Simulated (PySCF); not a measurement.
C4H4F2O2, SMILES C1C(OCC1=O)(F)F.

The structure is a stationary point at r2SCAN-D4/def2-SVP. One conformer was computed; it need not be the lowest.

Calculation: TDA-PBE0/def2-SVPD in PySCF.

Vertical excitations. Gas-phase values at a fixed geometry.

Computed excitation energies, oscillator strengths and character:
| state | energy (eV) | λ (nm) | f | main pairs |
|---|---|---|---|---|
| S1 | 4.33 | 286 | 0.000 | HOMO→LUMO 98 % |
| S2 | 6.61 | 188 | 0.012 | HOMO−1→LUMO 96 % |
| S3 | 7.43 | 167 | 0.034 | HOMO→LUMO+1 97 % |
| S4 | 7.94 | 156 | 0.022 | HOMO−2→LUMO 78 %, HOMO−3→LUMO 12 % |
| S5 | 8.06 | 154 | 0.001 | HOMO→LUMO+2 71 %, HOMO→LUMO+3 14 % |
| S6 | 8.37 | 148 | 0.014 | HOMO→LUMO+3 81 %, HOMO→LUMO+2 14 % |
| T1 | 3.73 | 332 | 0 | HOMO→LUMO 97 % |
| T2 | 5.69 | 218 | 0 | HOMO−1→LUMO 41 %, HOMO−3→LUMO 28 %, HOMO−2→LUMO 19 % |
Triplets are in the Tamm–Dancoff approximation.
